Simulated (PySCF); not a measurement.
Geometry:
```tsv
atom	x (Å)	y (Å)	z (Å)
C1	-2.013	-1.582	-0.064
N2	-1.778	-0.213	-0.457
Al3	-0.323	0.791	-0.236
C4	-0.317	2.628	-0.903
C5	1.224	-0.020	0.654
Si6	2.311	-1.033	-0.483
H7	-2.855	-1.689	0.646
H8	-1.122	-1.993	0.436
H9	-2.225	-2.246	-0.923
H10	-2.584	0.190	-0.926
H11	-0.226	3.349	-0.073
H12	0.546	2.803	-1.566
H13	-1.229	2.886	-1.465
H14	1.841	0.782	1.096
H15	0.891	-0.672	1.481
H16	3.525	-1.588	0.198
H17	2.784	-0.201	-1.637
H18	1.544	-2.188	-1.052
```

[PySCF: shieldings: GIAO HF/pcSseg-1; coordinates at the PBE0-D3(BJ)/def2-SVP level; gas phase; single conformer; non-relativistic; fast rotation and ring inversion assumed for equivalent nuclei]

Referencing at the same level of theory: ¹³C (σ = 190.85 ppm), ¹H (σ = 31.69 ppm), ²⁹Si (σ = 393.43 ppm) vs TMS; ¹⁵N (σ = 265.72 ppm) against NH3; AlH4- for ²⁷Al (σ = 516.24 ppm).

| atoms | nucleus | count | δ (ppm) |
| --- | --- | --- | --- |
| H14/H15 | ¹H | 2 | -0.93 |
| Al3 | ²⁷Al | 1 | 139.7 |
| H10 | ¹H | 1 | 0.50 |
| N2 | ¹⁵N | 1 | 38.5 |
| H16/H17/H18 | ¹H | 3 | 3.85 |
| H11/H12/H13 | ¹H | 3 | -0.52 |
| H7/H8/H9 | ¹H | 3 | ? |
| C5 | ¹³C | 1 | -20.0 |
| Si6 | ²⁹Si | 1 | ? |
| C1 | ¹³C | 1 | ? |
| C4 | ¹³C | 1 | -13.1 |

Q: Fill in the missing shifts.

A: 
- C1: 30.0 ppm, methyl carbon bonded to N; the inductive effect lowers its shielding
- H7/H8/H9: 2.56 ppm, hydrogen on a methyl carbon bonded to N; its carbon carries N, hence the downfield position
- Si6: -62.8 ppm, silicon bonded to C, 3 H

Exchangeable OH/NH protons stand at their gas-phase positions; hydrogen bonding in a real sample shifts them, mostly to higher δ. Shifts are as computed. Against solution values, carbons near 30 ppm lie about -0 ppm off and those near 130 ppm about +7 ppm. Of 1211 compounds with measured shifts, 218 miss one by over three times the rms of a fit or turn the order of signals round; such compounds aren't used in these exercises. Experimental scales use liquid or dissolved standards, which lie at an offset from isolated NH3 (liquid NH3: subtract about 20 ppm).
